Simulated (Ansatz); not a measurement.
```yaml
crystal:
  periodic: [false, false, false]
  atoms:
    - {symbol: C, position_ang: [1.012756, -1.127439, -0.891611]}
    - {symbol: O, position_ang: [0.515307, -0.506979, -0.430002]}
    - {symbol: Ta, position_ang: [-0.641879, -0.059793, -0.036907]}
    - {symbol: F, position_ang: [-1.023153, -0.821740, -0.989697]}
    - {symbol: F, position_ang: [-1.528127, 0.216233, 0.189598]}
    - {symbol: O, position_ang: [-0.246384, 1.209602, -0.502535]}
    - {symbol: C, position_ang: [0.432481, 1.770439, -0.742179]}
    - {symbol: O, position_ang: [-0.352175, -0.296284, 0.989093]}
    - {symbol: C, position_ang: [-0.762569, -0.516041, 1.945808]}
    - {symbol: H, position_ang: [1.461368, -0.637195, -1.445987]}
    - {symbol: H, position_ang: [1.266680, -1.572974, -0.576042]}
    - {symbol: H, position_ang: [0.706380, -1.352659, -1.460780]}
    - {symbol: H, position_ang: [0.685412, 1.948260, -0.051797]}
    - {symbol: H, position_ang: [0.852728, 1.107498, -0.835984]}
    - {symbol: H, position_ang: [0.164374, 1.838322, -1.429736]}
    - {symbol: H, position_ang: [-0.690586, -1.169888, 1.969302]}
    - {symbol: H, position_ang: [-0.581567, 0.091447, 2.068857]}
    - {symbol: H, position_ang: [-1.315896, -0.179610, 1.854014]}
basis:
  gaussian: {orbitals: def2-mTZVPP}
hamiltonian: {xc: {name: PBE0}, dispersion: d3bj}
accuracy: high
scf: {lower_state_search: off}
```

```sh
$ ansatz run in.yaml --threads 4 --pin off --events-out ev --progress --plain --max-ram 66560MiB --backend cpu
```

It prints (some lines left out):

```
Functional definition: PBE0
5209 factors; integrals over basis functions are off by at most 1.1e-7 eV
mean field evaluation 1: about -16030.8998 eV, gradient 1.9e2 eV
mean field evaluation 2: about -15746.9502 eV, gradient 4.0e2 eV
mean field evaluation 4: about -16084.5999 eV, gradient 3.2e1 eV
mean field evaluation 8: about -16086.3160 eV, gradient 1.3e0 eV
mean field evaluation 16: about -16087.8329 eV, gradient 7.1e-3 eV
mean field evaluation 32: about -16087.8329 eV, gradient 4.3e-8 eV
mean field -16087.83288404 eV, -591.2169537635 hartree, gradient 4.3e-8 eV, S^2 0.000000; 0 other end points of the search recorded, 0 dependent functions left out
reference -16087.83288681 eV, -591.2169538655 hartree; 41, 41 occupied and 217, 217 virtual orbitals, 5209 factors
Total energy: -16088.34577387 eV, -591.2358021173 hartree
Checks for a lower state left out: stability, starts, cluster_reference, orbital_swaps, neighbouring_geometries, increment
```

(1) What is wrong with this run?

Results:

(1) The geometry is squeezed to about two thirds of its size. The run converged. The result belongs to that input, not to the molecule as meant.
